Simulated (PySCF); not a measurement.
## Ionisation energy of S²⁺ by level of theory

S²⁺ [Ne] 3s2 3p2 (3P) → S³⁺ [Ne] 3s2 3p1 (2P), as a difference of total energies. Computed with PySCF 2.14 in aug-cc-pV(T+d)Z with one added diffuse shell each of s, p, d, f type (7s6p5d3f, 71 functions), with the non-relativistic Hamiltonian (point nucleus). Correlated levels: valence: [Ne] frozen. The calculations carry no spin-orbit coupling.

```
           method  ionisation energy (eV)
              UHF                  34.157
              LDA                  34.877
              PBE                  34.835
             PBE0                  34.877
           r2SCAN                  35.030
             BLYP                  34.636
            M06-L                  34.810
            HSE06                  34.865
          wB97M-V                  34.501
    MP2 (valence)                  34.638
SCS-MP2 (valence)                  34.543
```

How much does correlation contribute at MP2 (valence)?

34.638 − (34.157) = 0.481 eV, measured against UHF.

A first-order spin-orbit estimate (lowest level to lowest level, LS coupling) adds -0.009 eV.

Errors of the correlated levels include the incompleteness of this basis and the frozen core.

For comparison: 34.86 ± 0.04 eV (semi-empirical (NIST evaluation); NIST Atomic Spectra Database, ionization energies).
